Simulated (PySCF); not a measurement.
- coordinates at the GFN2-xTB level
- GIAO PBE0/pcSseg-1 shieldings
- run in PySCF 2.14.0 with density-fitted response routines
- one conformer, equivalent nuclei averaged, no relativistic terms, isolated molecule

Scale: TMS for 1H (σ = 31.72 ppm) and 13C (σ = 186.93 ppm) (reference shieldings calculated alike). Shifts are as computed. Against solution values, carbons near 30 ppm lie about +3 ppm off and those near 130 ppm about +5 ppm. Of 1211 compounds with measured shifts, 218 miss one by over three times the rms of a fit or turn the order of signals round; such compounds aren't used in these exercises. OH and NH positions are gas-phase values without hydrogen bonding to other molecules.

Task: Order these molecules by the shift of their most deshielded carbon, lowest δ first.
A. C=C1CCC[C@@H](C(=C)F)C1
B. C=C/N=C/C(=C)[SiH3]
C. FC(F)[C@@H]1CN1
D. C/C=C/C(C#N)=C\CC

Result: C (128.4 ppm, sp3 CH bonded to 2 F), D (155.8 ppm, alkene CH), B (169.7 ppm, C=N carbon), A (182.0 ppm, fully substituted alkene carbon).

Task: Order these molecules by the shift of their most deshielded carbon-bound hydrogen, lowest δ first.
A. C=C/N=C/C(=C)[SiH3]
B. FC(F)[C@@H]1CN1
C. C=C[C@@]1(F)CCCCC1=C

Result: B (5.41 ppm, hydrogen on an sp3 CH bonded to 2 F), C (6.61 ppm, hydrogen on an alkene CH), A (8.06 ppm, hydrogen on a C=N carbon).

Task: How many 13C and 1H signals does each give (equivalence by symmetry and fast rotation, but not about amide C–N or C=N bonds)? `C=C1CCC[C@@H](C(=C)F)C1`, `C=C/N=C/C(=C)[SiH3]`, `C/C=C/C(C#N)=C\CC`, `CC1CC(=CCC#N)C1`, `FC(F)[C@@H]1CN1`, `C=C[C@@]1(F)CCCCC1=C`

Result: C=C1CCC[C@@H](C(=C)F)C1: 9 C, 13 H; C=C/N=C/C(=C)[SiH3]: 5 C, 7 H; C/C=C/C(C#N)=C\CC: 8 C, 6 H; CC1CC(=CCC#N)C1: 8 C, 8 H; FC(F)[C@@H]1CN1: 3 C, 5 H; C=C[C@@]1(F)CCCCC1=C: 9 C, 13 H.
